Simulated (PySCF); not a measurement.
1-hydroxysilylpropan-2-one (C3H8O2Si), SMILES CC(=O)C[SiH2]O.

The structure is a stationary point at r2SCAN-D4/def2-SVP. The values are those of a single conformer.

Calculation: HF/def2-TZVP (PySCF).

The molecule is in vacuum.

Computed frontier levels, gap, dipole moment and polarisability:
```yaml
highest_occupied_level: -11.49 eV
lowest_empty_level: 3.14 eV
orbital_gap: 14.63 eV
dipole_moment: 4.22 D
quadrupole, principal values (traceless, Buckingham form, about the centre of nuclear charge): -3.31, 0.17, 3.14 D·Å
mean_static_polarisability: 61.3 bohr³ (9.08 Å³)
polarisability_principal_values: 53.5, 61.6, 68.7 bohr³
```
